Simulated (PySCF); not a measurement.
**Pt (platinum, neutral): MN15 calculation**

Configuration: [Xe] 4f14 5d9 6s1, high-spin 3D determinant. Computed with PySCF 2.14 in cc-pVTZ-PP with ECP60MDF (5s5p4d2f1g, 63 functions), with a scalar-relativistic core potential.

* Total energy: -119.1811 hartree
* One-electron energy: -208.3963 hartree
* Hartree (Coulomb) energy: 100.6273 hartree
* Exchange-correlation energy: -11.4121 hartree
* ⟨S²⟩: 2.0013
* ⟨L²⟩: 6.015
* Sum of ⟨r⟩: 27.15 bohr
* Sum of ⟨r²⟩: 52.22 bohr²
* Traceless quadrupole moment −½Σ⟨3z² − r²⟩ along its main axis: -0.836 e·bohr²
* Time after the integrals: 4.1 s of wall time on 1 thread of Neoverse-V1 (shared host)

```
shell  electrons  mean orbital energy (hartree)  spread (hartree)  rms radius, mean of both spins (bohr)
 5s α          1                       -3.84209                 0                                   1.03
 5s β          1                       -3.82485                 0                                   1.03
 5p α          3                       -2.17847           0.03766                                   1.20
 5p β          3                       -2.15395           0.01630                                   1.20
 5d α          5                       -0.32297           0.03541                                   1.90
 5d β          4                       -0.29104           0.00991                                   1.90
 6s α          1                       -0.27386                 0                                   3.03
```

Energies and moments cover only the electrons outside the core potential. Spin-orbit coupling, absent here, splits the open shell strongly.
